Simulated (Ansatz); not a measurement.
Ansatz (a quantum-chemistry and plane-wave program) input (HF/6-31G*):

Ansatz 0.2 input:
```yaml
crystal:
  periodic: [false, false, false]
  atoms:
    - {symbol: N, position_ang: [0.24931200, 1.76831000, -0.05892700]}
    - {symbol: Si, position_ang: [0.00349400, 0.15400600, 0.01799700]}
    - {symbol: N, position_ang: [1.04827200, -0.65329700, -1.16818500]}
    - {symbol: N, position_ang: [-1.66688700, -0.42170800, -0.13148300]}
    - {symbol: F, position_ang: [0.39723000, -0.73224600, 1.37126800]}
    - {symbol: H, position_ang: [-0.43319800, 2.35199600, 0.41303800]}
    - {symbol: H, position_ang: [1.68177600, -1.32491200, -0.75264700]}
    - {symbol: H, position_ang: [1.60272700, 0.04324200, -1.65070900]}
    - {symbol: H, position_ang: [-2.12146100, -0.05870900, -0.95938200]}
    - {symbol: H, position_ang: [-1.76871400, -1.43062900, -0.13350400]}
basis:
  gaussian:
    orbitals: 6-31G*
hamiltonian:
  xc: {name: HF}
total_charge: -1
relax: {f_tol: 0.003, max_steps: 120}
```

Output:

```
Functional definition: HF
integrals: 0.03 GiB planned
961 factors; integrals over basis functions are off by at most 3.8e-4 eV
mean field: 0.25 GiB planned
mean field evaluation 1: about -15090.9284 eV, gradient 4.1e1 eV
mean field evaluation 2: about -15091.0018 eV, gradient 4.1e1 eV
mean field evaluation 4: about -15094.7008 eV, gradient 3.8e0 eV
mean field evaluation 8: about -15094.7497 eV, gradient 9.2e-2 eV
mean field -15094.74980450 eV, -554.7218237266 hartree, gradient 1.7e-5 eV, S^2 0.000000; 0 other end points of the search recorded, 0 dependent functions left out
the calculation of the forces begins
reference -15094.74980450 eV, -554.7218237266 hartree; 25, 25 occupied and 64, 64 virtual orbitals, 961 factors
relax step   1: F+E_penalty+E_count = -15094.74980450 eV  Δ(F+E_penalty+E_count) = +0.000e0 eV  max|allowed force component| = 5.402e-1 eV/Å  Δτ_max = 0.0000 Å  (35 SCF iters, accepted)
these checks for a lower state are left out or cut short: starts, cluster_reference, orbital_swaps, neighbouring_geometries, increment
integrals: 0.03 GiB planned
961 factors; integrals over basis functions are off by at most 3.7e-4 eV
mean field: 0.25 GiB planned
mean field evaluation 16: about -15094.7701 eV, gradient 4.7e-4 eV
mean field -15094.77006574 eV, -554.7225683135 hartree, gradient 3.0e-5 eV, S^2 0.000000; 0 other end points of the search recorded, 0 dependent functions left out
the calculation of the forces begins
reference -15094.77006574 eV, -554.7225683135 hartree; 25, 25 occupied and 64, 64 virtual orbitals, 961 factors
relax step   2: F+E_penalty+E_count = -15094.77006574 eV  Δ(F+E_penalty+E_count) = -2.026e-2 eV  max|allowed force component| = 2.429e-1 eV/Å  Δτ_max = 0.0187 Å  (35 SCF iters, accepted)
these checks for a lower state are left out or cut short: starts, cluster_reference, orbital_swaps, neighbouring_geometries, increment
integrals: 0.03 GiB planned
961 factors; integrals over basis functions are off by at most 3.7e-4 eV
mean field: 0.25 GiB planned
mean field -15094.77355305 eV, -554.7226964697 hartree, gradient 2.9e-5 eV, S^2 0.000000; 0 other end points of the search recorded, 0 dependent functions left out
the calculation of the forces begins
reference -15094.77355305 eV, -554.7226964697 hartree; 25, 25 occupied and 64, 64 virtual orbitals, 961 factors
relax step   3: F+E_penalty+E_count = -15094.77355305 eV  Δ(F+E_penalty+E_count) = -3.487e-3 eV  max|allowed force component| = 5.628e-2 eV/Å  Δτ_max = 0.0130 Å  (35 SCF iters, accepted)
these checks for a lower state are left out or cut short: starts, cluster_reference, orbital_swaps, neighbouring_geometries, increment
integrals: 0.03 GiB planned
961 factors; integrals over basis functions are off by at most 3.7e-4 eV
mean field: 0.25 GiB planned
mean field evaluation 32: about -15094.7739 eV, gradient 2.2e-5 eV
mean field -15094.77387334 eV, -554.7227082401 hartree, gradient 2.2e-5 eV, S^2 0.000000; 0 other end points of the search recorded, 0 dependent functions left out
the calculation of the forces begins
reference -15094.77387334 eV, -554.7227082401 hartree; 25, 25 occupied and 64, 64 virtual orbitals, 961 factors
relax step   4: F+E_penalty+E_count = -15094.77387334 eV  Δ(F+E_penalty+E_count) = -3.203e-4 eV  max|allowed force component| = 1.510e-2 eV/Å  Δτ_max = 0.0066 Å  (26 SCF iters, accepted)
these checks for a lower state are left out or cut short: starts, cluster_reference, orbital_swaps, neighbouring_geometries, increment
integrals: 0.03 GiB planned
961 factors; integrals over basis functions are off by at most 3.7e-4 eV
mean field: 0.25 GiB planned
mean field -15094.77401742 eV, -554.7227135347 hartree, gradient 1.0e-5 eV, S^2 0.000000; 0 other end points of the search recorded, 0 dependent functions left out
the calculation of the forces begins
reference -15094.77401742 eV, -554.7227135347 hartree; 25, 25 occupied and 64, 64 virtual orbitals, 961 factors
relax step   5: F+E_penalty+E_count = -15094.77401742 eV  Δ(F+E_penalty+E_count) = -1.441e-4 eV  max|allowed force component| = 2.423e-2 eV/Å  Δτ_max = 0.0087 Å  (26 SCF iters, accepted)
these checks for a lower state are left out or cut short: starts, cluster_reference, orbital_swaps, neighbouring_geometries, increment
integrals: 0.03 GiB planned
961 factors; integrals over basis functions are off by at most 3.7e-4 eV
mean field: 0.25 GiB planned
mean field -15094.77410201 eV, -554.7227166433 hartree, gradient 1.2e-5 eV, S^2 0.000000; 0 other end points of the search recorded, 0 dependent functions left out
the calculation of the forces begins
reference -15094.77410201 eV, -554.7227166433 hartree; 25, 25 occupied and 64, 64 virtual orbitals, 961 factors
relax step   6: F+E_penalty+E_count = -15094.77410201 eV  Δ(F+E_penalty+E_count) = -8.459e-5 eV  max|allowed force component| = 1.172e-2 eV/Å  Δτ_max = 0.0100 Å  (26 SCF iters, accepted)
these checks for a lower state are left out or cut short: starts, cluster_reference, orbital_swaps, neighbouring_geometries, increment
integrals: 0.03 GiB planned
961 factors; integrals over basis functions are off by at most 3.7e-4 eV
mean field: 0.25 GiB planned
mean field -15094.77413629 eV, -554.7227179032 hartree, gradient 2.3e-5 eV, S^2 0.000000; 0 other end points of the search recorded, 0 dependent functions left out
the calculation of the forces begins
reference -15094.77413629 eV, -554.7227179032 hartree; 25, 25 occupied and 64, 64 virtual orbitals, 961 factors
relax step   7: F+E_penalty+E_count = -15094.77413629 eV  Δ(F+E_penalty+E_count) = -3.428e-5 eV  max|allowed force component| = 8.089e-3 eV/Å  Δτ_max = 0.0080 Å  (25 SCF iters, accepted)
these checks for a lower state are left out or cut short: starts, cluster_reference, orbital_swaps, neighbouring_geometries, increment
integrals: 0.03 GiB planned
961 factors; integrals over basis functions are off by at most 3.7e-4 eV
mean field: 0.25 GiB planned
mean field -15094.77416052 eV, -554.7227187939 hartree, gradient 2.0e-5 eV, S^2 0.000000; 0 other end points of the search recorded, 0 dependent functions left out
the calculation of the forces begins
reference -15094.77416052 eV, -554.7227187939 hartree; 25, 25 occupied and 64, 64 virtual orbitals, 961 factors
relax step   8: F+E_penalty+E_count = -15094.77416052 eV  Δ(F+E_penalty+E_count) = -2.424e-5 eV  max|allowed force component| = 7.877e-3 eV/Å  Δτ_max = 0.0079 Å  (25 SCF iters, accepted)
these checks for a lower state are left out or cut short: starts, cluster_reference, orbital_swaps, neighbouring_geometries, increment
integrals: 0.03 GiB planned
961 factors; integrals over basis functions are off by at most 3.7e-4 eV
mean field: 0.25 GiB planned
mean field -15094.77417768 eV, -554.7227194243 hartree, gradient 2.0e-5 eV, S^2 0.000000; 0 other end points of the search recorded, 0 dependent functions left out
the calculation of the forces begins
reference -15094.77417768 eV, -554.7227194243 hartree; 25, 25 occupied and 64, 64 virtual orbitals, 961 factors
relax step   9: F+E_penalty+E_count = -15094.77417768 eV  Δ(F+E_penalty+E_count) = -1.715e-5 eV  max|allowed force component| = 5.861e-3 eV/Å  Δτ_max = 0.0059 Å  (25 SCF iters, accepted)
these checks for a lower state are left out or cut short: starts, cluster_reference, orbital_swaps, neighbouring_geometries, increment
integrals: 0.03 GiB planned
961 factors; integrals over basis functions are off by at most 3.7e-4 eV
mean field: 0.25 GiB planned
mean field evaluation 64: about -15094.7735 eV, gradient 4.0e-1 eV
mean field -15094.77418664 eV, -554.7227197535 hartree, gradient 2.7e-5 eV, S^2 0.000000; 0 other end points of the search recorded, 0 dependent functions left out
the calculation of the forces begins
reference -15094.77418664 eV, -554.7227197535 hartree; 25, 25 occupied and 64, 64 virtual orbitals, 961 factors
relax step  10: F+E_penalty+E_count = -15094.77418664 eV  Δ(F+E_penalty+E_count) = -8.959e-6 eV  max|allowed force component| = 2.749e-3 eV/Å  Δτ_max = 0.0070 Å  (25 SCF iters, accepted)
integrals: 0.03 GiB planned
961 factors; integrals over basis functions are off by at most 3.7e-4 eV
mean field: 0.25 GiB planned
mean field -15094.77418664 eV, -554.7227197535 hartree, gradient 2.7e-5 eV, S^2 0.000000; 1 other end points of the search recorded, 0 dependent functions left out
the calculation of the forces begins
reference -15094.77418664 eV, -554.7227197535 hartree; 25, 25 occupied and 64, 64 virtual orbitals, 961 factors
Total energy: -15094.77418664 eV, -554.7227197535 hartree
Atom 0 at     0.251551     1.762845    -0.046485 Å, force     0.000375     0.001874     0.001163 eV/Å
Atom 1 at     0.000624     0.159223     0.015402 Å, force     0.002749     0.001585    -0.000727 eV/Å
Atom 2 at     1.036645    -0.673323    -1.163270 Å, force    -0.001136    -0.001703    -0.002363 eV/Å
Atom 3 at    -1.669516    -0.417096    -0.143154 Å, force    -0.000040    -0.002554     0.000063 eV/Å
Atom 4 at     0.388975    -0.708996     1.357714 Å, force    -0.001157     0.000656    -0.000385 eV/Å
Atom 5 at    -0.409964     2.336166     0.447434 Å, force    -0.000507     0.000805     0.000218 eV/Å
Atom 6 at     1.699553    -1.280458    -0.719684 Å, force    -0.000373     0.000362     0.000431 eV/Å
Atom 7 at     1.554228     0.010690    -1.681570 Å, force    -0.000912    -0.000747     0.001411 eV/Å
Atom 8 at    -2.108965    -0.076197    -0.976381 Å, force     0.001612     0.000320     0.000611 eV/Å
Atom 9 at    -1.750580    -1.416801    -0.142539 Å, force    -0.000609    -0.000599    -0.000422 eV/Å
Dipole moment:    -0.136477    -0.729926    -0.168205 e Å
```

The dipole moment of an ion depends on the origin.

The geometry given is a B3LYP-D3(BJ)/def2-TZVP minimum.
